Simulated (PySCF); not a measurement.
From one molecule to another.

First species: B(NH2Me)H3, CH8BN.
Cartesian coordinates in Å at the PBE0-D3(BJ)/def2-SVP level; atoms count from 1:
```
atom  x, y, z in Å
B1    -0.2451   -0.4015   -1.2662
N2    -0.2476   -0.4162    0.3616
C3     0.4346    0.7199    0.9861
H4     0.1777   -1.2936    0.6652
H5    -1.2202   -0.4568    0.6703
H6     0.4024    0.6688    2.0848
H7     1.4767    0.7309    0.6429
H8    -0.0440    1.6450    0.6408
H9     0.9365   -0.4171   -1.5946
H10   -0.8198    0.6332   -1.5879
H11   -0.8511   -1.4125   -1.6030
```

Second species: BCl2(SMe), CH3BCl2S.
Structure used (PBE0-D3(BJ)/def2-SVP), in Å, numbered top down from 1:
```
atom  x, y, z in Å
B1     0.348    1.156   -0.939
Cl2    1.926    0.982   -0.190
Cl3    0.097    2.394   -2.154
S4    -1.040    0.119   -0.522
C5    -0.384   -1.008    0.740
H6     0.461   -1.586    0.346
H7    -1.202   -1.690    1.005
H8    -0.067   -0.452    1.632
```

Levels: wB97X-D/def2-SVPD for HOMO energy, LUMO energy, HOMO–LUMO gap and static isotropic polarisability; TDDFT wB97X-D/def2-SVPD for lowest singlet excitation; TDA wB97X-D/def2-SVPD for lowest triplet excitation (Tamm–Dancoff). Geometries: PBE0-D3(BJ)/def2-SVP. Each species is one conformer at its optimised geometry, gas phase, non-relativistic unless stated; the electronic structure was computed with PySCF and density fitting.

Values for the first species:

```
HOMO energy                              : -9.65 eV
LUMO energy                              : 1.63 eV
HOMO–LUMO gap                            : 11.28 eV
Lowest singlet excitation                : 7.10 eV
Lowest triplet excitation (Tamm–Dancoff) : 7.03 eV
Static isotropic polarisability          : 43.3 au
```

Question: Estimate the same properties for the second species, and the change in each.

Answer: 
| property | first | second | second less first |
| --- | --- | --- | --- |
| HOMO energy | -9.65 eV | -9.67 eV | -0.02 eV |
| LUMO energy | 1.63 eV | 0.51 eV | -1.12 eV |
| HOMO–LUMO gap | 11.28 eV | 10.18 eV | -1.10 eV |
| lowest singlet excitation | 7.10 eV | 5.88 eV | -1.22 eV |
| lowest triplet excitation (Tamm–Dancoff) | 7.03 eV | 4.67 eV | -2.36 eV |
| static isotropic polarisability | 43.3 au | 74.3 au | +31.0 au |

On the first: S1 lies 4.18 eV below the HOMO–LUMO gap. The principal polarisabilities are 41.1, 41.6 and 47.3 au; their mean is the isotropic value.

On the second: S1 lies 4.30 eV below the HOMO–LUMO gap; its leading configuration is HOMO→LUMO, weight 0.96. The polarisability is 11.01 Å³ as a volume (1 au = 0.148185 Å³), or 1.16 au for each of the 64 electrons.
